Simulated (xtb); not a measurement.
2-hydroxy-1,3,2-dioxaborolane (C2H5BO3), SMILES C1OB(O)OC1. All values are semi-empirical tight-binding results from xtb (GFN2-xTB unless named), good for trends rather than for accurate numbers. Geometry optimised at GFN2-xTB. One conformer was computed; it need not be the lowest.

Computed properties:
```yaml
point_group_as_xtb_finds_it: Cs
orbital_gap: 7.84 eV
dipole_moment: 2.30 D
zero_point_energy: 51.0 kcal/mol
G − E(el) at 298.15 K (modified RRHO): 32.8 kcal/mol
static polarisability (D4 model): 48.5 bohr³
solvation energy, GFN2-xTB/ALPB(water): -6.3 kcal/mol
solvation energy, GFN2-xTB/ALPB(acetone): -8.9 kcal/mol
```

Computed IR lines (harmonic; lines under 4 % of the strongest left out, lines within 3 cm⁻¹ merged):
ν (cm⁻¹): 483 (m), 577 (m), 905 (m), 1070 (m), 1085 (m), 1156 (s), 1297 (m), 1381 (vs), 2929 (w), 2943 (w), 3643 (w) (against the strongest line: vs over 80 %, s over 45 %, m over 15 %, w over 4 %, vw less)
